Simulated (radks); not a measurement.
These are the eigenvalues of the occupied orbitals of an atom or ion with whole-number occupations (eV). All-electron calculation, Dirac Kohn-Sham, PBE, spin-unpolarised, spherical densities, finite nucleus; Fermi nuclear charge, rms radius of each element as measured or else 0.836 A^(1/3) + 0.57 fm. Program: a radial shooting solver on a logarithmic mesh with Libxc functionals.

| orbital | eigenvalue |
|---|---|
| 1s1/2 | -90464.33 |
| 2s1/2 | -16251.28 |
| 2p1/2 | -15622.02 |
| 2p3/2 | -13302.61 |
| 3s1/2 | -3932.199 |
| 3p1/2 | -3646.102 |
| 3p3/2 | -3126.797 |
| 3d3/2 | -2655.235 |
| 3d5/2 | -2545.123 |
| 4s1/2 | -912.3868 |
| 4p1/2 | -787.6415 |
| 4p3/2 | -659.6693 |
| 4d3/2 | -456.1079 |
| 4d5/2 | -432.2177 |
| 5s1/2 | -170.0596 |
| 4f5/2 | -168.0840 |
| 4f7/2 | -162.5933 |
| 5p1/2 | -126.7786 |
| 5p3/2 | -102.1411 |
| 5d3/2 | -41.6467 |
| 5d5/2 | -38.6251 |
| 6s1/2 | -26.1076 |
| 6p1/2 | -16.7309 |
| 6p3/2 | -14.0820 |
| 7p1/2 | -4.9418 |
| 7p3/2 | -4.5399 |

Which element is it, and in what charge state? The configuration may be excited. Open shells, if any, are shared by 2j + 1.

Answer. Z = 83, bismuth, charge +1: Bi+ in [Hg] 6p1 7p1. The list shows which subshells hold electrons but not how many an open one holds; the 1s level, -3324.5 hartree, gives Z - s = 81.5 by -(Z - s)^2/2, which with screening and relativity narrows Z to a few neighbours, and the depths of the outer levels then fix element, charge and occupations together.
